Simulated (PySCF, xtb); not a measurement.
C3H10OSi2, SMILES C[Si](C)([SiH3])C=O.

GFN2-xTB (xtb 6.7.1) at its own geometry gives an orbital gap of 2.35 eV and a dipole moment of 2.94 D.

Geometry optimised at B3LYP-D3(BJ)/def2-SVP. This is a generated structure with no PubChem entry under its InChIKey; it may be hypothetical. One conformer was computed; it need not be the lowest.

What does ωB97X/def2-TZVP (PySCF) give? (An estimate is asked for; the answer gives what the named calculation found.)

gap 9.78 eV (levels -9.11 and 0.67 eV), dipole 2.68 D.
